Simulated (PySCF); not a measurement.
# TDDFT excited states: C2H2F6NP

C2H2F6NP.
SMILES with atom numbers: `[NH2:1][P:2]([C:3]([F:4])([F:5])[F:6])[C:7]([F:8])([F:9])[F:10]` (hydrogens: H11, H12 on N1)

Geometry (PBE0-D3(BJ)/def2-SVP, Å), atoms numbered from 1 in this order:
```
atom  x, y, z in Å
N1    -0.9422    1.4145    0.1749
P2    -0.3619    0.2609   -0.8920
C3    -0.8748   -1.2906    0.0663
F4    -0.6414   -1.2021    1.3795
F5    -2.1855   -1.4734   -0.0922
F6    -0.2436   -2.3695   -0.3923
C7     1.4691    0.2189   -0.3877
F8     1.6505    0.3435    0.9318
F9     2.0711   -0.8999   -0.7819
F10    2.0853    1.2522   -0.9674
H11   -0.6479    1.4515    1.1455
H12   -1.3407    2.2680   -0.1917
```

Level of theory: TDDFT PBE0/def2-SVPD, vertical, gas phase, core orbitals frozen in the response in PySCF 2.14.0, density-fitted response routines.

```json
{"state": "S1", "λ (nm)": "189.7", "E (eV)": "6.53", "f": "0.0022", "|μ| (D)": "0.30", "main configurations (H = HOMO, L = LUMO)": "H-1→L (85%), H→L (14%)"}
{"state": "S2", "λ (nm)": "182.6", "E (eV)": "6.79", "f": "0.044", "|μ| (D)": "1.31", "main configurations (H = HOMO, L = LUMO)": "H→L (82%), H-1→L (13%)"}
{"state": "S3", "λ (nm)": "167.5", "E (eV)": "7.40", "f": "0.050", "|μ| (D)": "1.34", "main configurations (H = HOMO, L = LUMO)": "H-1→L+1 (90%)"}
{"state": "S4", "λ (nm)": "163.4", "E (eV)": "7.59", "f": "0.101", "|μ| (D)": "1.87", "main configurations (H = HOMO, L = LUMO)": "H→L+1 (84%)"}
{"state": "S5", "λ (nm)": "153.1", "E (eV)": "8.10", "f": "0.049", "|μ| (D)": "1.26", "main configurations (H = HOMO, L = LUMO)": "H-1→L+2 (71%), H-1→L+3 (9%), H→L+2 (8%)"}
{"state": "S6", "λ (nm)": "151.0", "E (eV)": "8.21", "f": "0.015", "|μ| (D)": "0.69", "main configurations (H = HOMO, L = LUMO)": "H→L+2 (78%), H→L+3 (9%), H-1→L+2 (9%)"}
```

The lowest singlet lies at 6.53 eV (190 nm, vacuum ultraviolet) and is very weak; its leading configuration is HOMO-1→LUMO (85%). The strongest level in the table is S4 at 7.59 eV (163 nm, f = 0.101). Löwdin shares by element: HOMO phosphorus 56%, nitrogen 12%, carbon 10% or more, fluorine 6% or more (atoms not listed hold the other 17%); LUMO phosphorus 36%, hydrogen 17%, nitrogen 15% (atoms not listed hold the other 33%). Orbital energies (eV): HOMO-3 -12.06, HOMO-2 -10.85, HOMO-1 -8.55, HOMO -8.52, LUMO -0.48, LUMO+1 0.08, LUMO+2 0.89. Weighted by f, the mean energy of these states is 7.54 eV. The oscillator strengths of these states sum to 0.261; summed over the whole spectrum of an exact calculation they would give the number of electrons, 90 (Thomas–Reiche–Kuhn). Only the lowest 6 singlets were computed, as vertical energies without vibronic structure.

One conformer stands for the species.
